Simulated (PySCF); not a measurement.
ErC: f occupation and spin

Unrestricted PBE0; PySCF, spin-free X2C with a Gaussian nucleus, basis sets Er x2c-TZVPall, C x2c-TZVPall. The search starts from ions with several 4f fillings and holds each by maximum overlap.

The lowest solution has 2Ms+1 = 7, about 11.4 4f electrons, near 2.25 Å.

The lowest solution of each spin and filling, followed along the bond (rough minima from three points):

| 2Ms+1 | 4f population | ⟨S²⟩ at the start | R at minimum (Å) | Te (eV) |
| --- | --- | --- | --- | --- |
| 7 | 11.43 | 12.02 | 2.25 | 0.00 |
| 3 | 11.14 | 3.88 | 2.02 | 0.22 |
| 5 | 11.23 | 6.83 | 2.07 | 0.39 |

Solutions at the starting distance of 2.024 Å, counted from the lowest; the search is not exhaustive:

```tsv
2Ms+1	4f population	E (eV)	⟨S²⟩	⟨Lz²⟩	μ (D)
7	11.43	0.00	12.02	11.4	-4.41
3	11.14	0.02	3.88	13.0	-4.58
7	11.21	0.04	12.01	11.0	-5.01
3	11.09	0.05	3.83	13.1	-4.60
3	11.09	0.07	3.85	13.1	-4.64
7	11.01	0.11	12.01	13.3	-5.34
7	11.00	0.20	12.09	9.0	-2.05
5	11.23	0.20	6.83	10.0	-4.45
3	11.22	0.45	2.97	10.1	-4.33
5	11.30	0.55	6.01	12.5	-5.30
5	11.07	0.56	6.94	11.0	-3.80
3	11.18	0.84	3.00	12.2	-6.87
```

Partly filled real f orbitals mix terms, so no term symbols are given. A population far from a whole number shows f orbitals mixing with d and ligand orbitals, not a clean configuration. A positive dipole means Er(−)C(+).

Spin–orbit coupling is left out. The state is the lowest single determinant that the PBE0 search found; with open d or f shells the true ground state can be another one.
